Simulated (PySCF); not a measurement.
**Radial density of Ag (silver, neutral)**

UHF, [Kr] 4d9 5s2, 2D determinant (an excited configuration). Calculation: PySCF 2.14, in aug-cc-pVDZ-PP with ECP28MDF (5s5p4d2f, 54 functions); scalar relativity through the core potential. This is the valence pseudo-density: the core potential removes the inner electrons and smooths the orbitals near the nucleus.

```csv
r (bohr),4πr²ρ (e/bohr),4πr²(ρα − ρβ)
0.0201,1.578e-05,0.0000
0.0338,4.013e-05,0.0000
0.0568,0.0001018,0.0000
0.0955,0.0005019,0.0000
0.161,0.006184,0.0005
0.270,0.1086,0.0080
0.454,2.534,0.1218
0.764,16.72,0.7207
1.29,11.53,0.7632
2.16,2.439,0.1665
3.64,0.5782,-0.0015
6.12,0.06055,-0.0039
10.3,0.0002419,-0.0001
```

Energies and moments cover only the electrons outside the core potential.

Problem. Where is the radial spin density 4πr²(ρα − ρβ) most negative, and why is it negative at all?

Solution. Around r = 6.12 bohr, down to -0.0039 e/bohr: exchange with the open shell polarises the paired shells in an unrestricted calculation.
